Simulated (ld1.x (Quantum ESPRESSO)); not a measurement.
## u(r) = r·R(r): atom against pseudo-atom (nickel)

Columns: radius, all-electron u(r) and pseudo u(r) of the 3d shell (level -8.87 eV) of nickel in the configuration [Ar] 3d8 4s2 4p0; PBE, scalar-relativistic, ultrasoft scheme, ld1.x (Quantum ESPRESSO) 7.5.

```csv
r (bohr),all-electron,pseudo
0.103,0.1004,0.0046
0.205,0.3751,0.0343
0.308,0.6512,0.1066
0.410,0.8428,0.2221
0.513,0.9477,0.3703
0.615,0.9814,0.5243
0.718,0.9680,0.6597
0.820,0.9269,0.7520
0.923,0.8709,0.7927
1.025,0.8093,0.7846
1.128,0.7460,0.7423
1.230,0.6850,0.6852
1.332,0.6273,0.6273
1.435,0.5729,0.5729
1.538,0.5227,0.5227
1.640,0.4771,0.4771
1.743,0.4352,0.4352
1.845,0.3973,0.3973
1.948,0.3626,0.3626
2.050,0.3313,0.3313
2.153,0.3025,0.3025
2.255,0.2767,0.2767
2.358,0.2528,0.2528
2.460,0.2314,0.2314
2.562,0.2118,0.2118
2.665,0.1937,0.1937
```

Question: How many radial nodes do the two functions have?

Answer: The all-electron 3d function has n − l − 1 = 0; the pseudo-wave has 0.

Question: At about which radius was the pseudo-wave matched?

Answer: 1.35 bohr. The columns agree to 0.0005 from 1.23 bohr on; several derivatives are matched, so the curves merge somewhat inside the radius.

Question: Is the pseudo-wave norm-conserving?

Answer: No, it belongs to an ultrasoft set: the norm inside the radius is not constrained, and the difference is carried by the augmentation charge.
